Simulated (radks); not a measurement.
All-electron atom: neutral krypton in [Kr] (the NIST ground configuration). Method: Dirac Kohn-Sham, PBE, spin-unpolarised, spherical densities, finite nucleus; Fermi nuclear charge, rms radius 4.1884 fm; computed with a radial shooting solver on a logarithmic mesh with Libxc functionals.

Spin-orbit splittings of the eigenvalues, e(l+1/2) - e(l-1/2), with zeta = 2 splitting/(2l+1) and mean radii in bohr:

| shell | occ. | splitting (eV) | zeta (eV) | <r> j=l-1/2 | <r> j=l+1/2 |
|---|---|---|---|---|---|
| 2p | 6 | 53.83 | 35.89 | 0.1573 | 0.1613 |
| 3p | 6 | ? | ? | 0.5335 | 0.5439 |
| 3d | 10 | 1.302 | 0.5209 | 0.5536 | 0.5575 |
| 4p | 6 | 0.6362 | 0.4241 | 1.914 | 1.962 |

Estimate the 3p splitting.

Answer. 7.916 eV (zeta = 5.277 eV).
